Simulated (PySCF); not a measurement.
Excitation energy of B²⁺ by level of theory

B²⁺ [He] 2s1 (2S) → B²⁺ [He] 2p1 (2P), as a difference of total energies. Computed with PySCF 2.14 in aug-cc-pVDZ-DK (4s3p2d, 23 functions), with the spin-free X2C one-electron Hamiltonian (Gaussian nucleus). The calculations carry no spin-orbit coupling.

```
method  excitation energy (cm⁻¹)
   UHF                     49183
   LDA                     43692
   PBE                     43209
  PBE0                     44739
r2SCAN                     43945
 TPSSh                     44159
 B3LYP                     43890
PBEsol                     43477
 HSE06                     44550
```
